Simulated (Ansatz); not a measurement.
```json
{"atom": "Li", "x (Å)": "1.1931", "y (Å)": "0.0000", "z (Å)": "0.0000"}
{"atom": "Li", "x (Å)": "-1.1931", "y (Å)": "0.0000", "z (Å)": "0.0000"}
{"atom": "F", "x (Å)": "0.0000", "y (Å)": "1.3959", "z (Å)": "0.0000"}
{"atom": "F", "x (Å)": "0.0000", "y (Å)": "-1.3959", "z (Å)": "0.0000"}
```

Basis set: cc-pVDZ (spherical functions). Frozen core: 2 orbitals. Charge 0, multiplicity 1.

Computed with Ansatz (development build ahead of 0.2.0); each method stands on the lowest determinant of its kind that the runs found. Restricted open shells among the atoms or ions are ROHF, correlated in semicanonical orbitals with singles.

The atomization energy at this shape (free ground-state atoms in the same class of orbitals less the molecule, no zero-point energy) of singlet Li2F2:

```csv
method,atomization energy
RHF-MP2,14.03 eV
```

(1) What does RHF give?

Results:

(1) 10.53 eV.
